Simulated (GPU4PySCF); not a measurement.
Co(CO)3(MeCN)(SiMe3) (C8H12CoNO3Si), SMILES CC#[N]->[Co](<-[C-]#[O+])(<-[C-]#[O+])(<-[C-]#[O+])[Si](C)(C)C, multiplicity 1.

Geometry: ωB97X-D3(BJ)/def2-TZVP. The multiplicity is an assumed one; no other spin state was optimised. The isomer is the one that the SMILES or the coordinates give; other isomers of the formula were not compared. The values are those of a single conformer.

Level of theory: ωB97X-D3(BJ)/def2-TZVP (GPU4PySCF).

Frequencies are harmonic and unscaled.

| mode | ν (cm⁻¹) | IR (km/mol) | moving atoms (share of kinetic energy) |
|---|---|---|---|
| 1 | 7 | 0.0 | H 100 % |
| 2 | 40 | 2.7 | C 52 %, O 28 %, H 16 % |
| 3 | 46 | 3.4 | C 61 %, H 19 %, O 11 % |
| 4 | 53 | 0.1 | O 70 %, C 24 % |
| 5 | 61 | 0.0 | C 52 %, O 24 %, H 24 % |
| 6 | 80 | 0.1 | O 55 %, C 19 %, Co 12 % |
| 7 | 90 | 1.0 | O 62 %, Co 15 %, C 15 % |
| 8 | 109 | 0.0 | O 67 %, C 21 % |
| 9 | 116 | 0.0 | O 70 %, C 15 % |
| 10 | 150 | 0.3 | H 79 %, C 17 % |
| 11 | 151 | 0.1 | H 82 %, C 13 % |
| 12 | 169 | 0.0 | H 61 %, C 24 %, N 10 % |
| 13 | 174 | 0.0 | H 35 %, N 29 %, C 23 % |
| 14 | 185 | 0.0 | H 48 %, C 41 % |
| 15 | 188 | 0.1 | H 42 %, C 41 % |
| 16 | 195 | 0.2 | C 45 %, N 33 %, H 17 % |
| 17 | 218 | 1.4 | C 43 %, H 24 %, Co 12 %, N 10 % |
| 18 | 236 | 0.3 | C 42 %, H 34 %, Si 22 % |
| 19 | 240 | 0.7 | C 44 %, H 38 %, Si 13 % |
| 20 | 279 | 7.2 | C 43 %, Co 26 %, N 15 % |
| 21 | 333 | 21.6 | Si 52 %, C 19 %, H 17 % |
| 22 | 389 | 2.6 | C 78 %, O 19 % |
| 23 | 407 | 0.0 | C 64 %, N 16 %, O 10 %, H 9 % |
| 24 | 415 | 2.5 | C 63 %, N 17 %, O 11 %, H 9 % |
| 25 | 451 | 3.0 | C 62 %, N 21 %, O 11 % |
| 26 | 464 | 7.7 | C 52 %, N 26 %, O 13 % |
| 27 | 472 | 17.6 | O 38 %, C 37 %, Co 24 % |
| 28 | 523 | 6.1 | C 51 %, O 37 %, Co 11 % |
| 29 | 562 | 19.4 | C 48 %, O 28 %, Co 22 % |
| 30 | 571 | 74.2 | C 66 %, Co 22 %, O 11 % |
| 31 | 599 | 63.5 | C 64 %, Co 23 %, O 12 % |
| 32 | 604 | 106.0 | C 76 %, Co 14 %, O 10 % |
| 33 | 641 | 20.3 | C 61 %, H 21 %, Si 17 % |
| 34 | 692 | 0.2 | H 86 %, C 14 % |
| 35 | 695 | 10.1 | H 42 %, C 39 %, Si 18 % |
| 36 | 701 | 7.8 | H 48 %, C 38 %, Si 15 % |
| 37 | 767 | 11.6 | H 64 %, C 23 %, Si 12 % |
| 38 | 773 | 29.1 | H 59 %, C 25 %, Si 16 % |
| 39 | 864 | 55.3 | H 63 %, C 23 %, Si 14 % |
| 40 | 864 | 132.2 | H 63 %, C 22 %, Si 14 % |
| 41 | 870 | 119.7 | H 64 %, C 22 %, Si 14 % |
| 42 | 962 | 1.9 | C 55 %, N 30 %, H 15 % |
| 43 | 1065 | 2.2 | H 67 %, C 32 % |
| 44 | 1066 | 2.0 | H 67 %, C 33 % |
| 45 | 1289 | 42.8 | H 78 %, C 22 % |
| 46 | 1293 | 32.3 | H 78 %, C 21 % |
| 47 | 1301 | 22.8 | H 80 %, C 20 % |
| 48 | 1419 | 0.3 | H 79 %, C 21 % |
| 49 | 1460 | 0.1 | H 95 % |
| 50 | 1463 | 0.2 | H 95 % |
| 51 | 1465 | 0.3 | H 95 % |
| 52 | 1471 | 14.3 | H 96 % |
| 53 | 1474 | 5.0 | H 96 % |
| 54 | 1477 | 10.5 | H 97 % |
| 55 | 1478 | 12.1 | H 97 % |
| 56 | 1482 | 1.9 | H 96 % |
| 57 | 2065 | 1392.1 | C 59 %, O 41 % |
| 58 | 2100 | 571.9 | C 60 %, O 40 % |
| 59 | 2163 | 763.7 | C 60 %, O 40 % |
| 60 | 2443 | 3.1 | C 60 %, N 39 % |
| 61 | 3055 | 8.2 | H 97 % |
| 62 | 3055 | 12.7 | H 97 % |
| 63 | 3057 | 20.3 | H 97 % |
| 64 | 3087 | 1.1 | H 97 % |
| 65 | 3129 | 1.8 | H 91 %, C 9 % |
| 66 | 3131 | 16.0 | H 91 %, C 9 % |
| 67 | 3133 | 29.8 | H 91 %, C 9 % |
| 68 | 3145 | 3.9 | H 91 %, C 9 % |
| 69 | 3147 | 8.4 | H 91 %, C 9 % |
| 70 | 3147 | 21.1 | H 91 %, C 9 % |
| 71 | 3170 | 0.1 | H 91 %, C 9 % |
| 72 | 3172 | 0.0 | H 91 %, C 9 % |
